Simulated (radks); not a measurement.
Q: Neutral vanadium: order these configurations by energy. All-electron calculation, scalar-relativistic Kohn-Sham, BLYP, spin-polarised, spherical densities, finite nucleus; Fermi nuclear charge, rms radius of each element as measured or else 0.836 A^(1/3) + 0.57 fm. Program: a radial shooting solver on a logarithmic mesh with Libxc functionals. Open shells are filled with parallel spins first. [Ar] 3d2 4s2 4p1; [Ar] 3d3 4s1 4p1; [Ar] 3d3 4s2; [Ar] 3d4 4p1; [Ar] 3d4 4s1; [Ar] 3d5.

A: From the lowest, in eV above it: [Ar] 3d4 4s1 0.000; [Ar] 3d3 4s2 0.703; [Ar] 3d5 1.824; [Ar] 3d4 4p1 3.099; [Ar] 3d3 4s1 4p1 3.183; [Ar] 3d2 4s2 4p1 7.110.
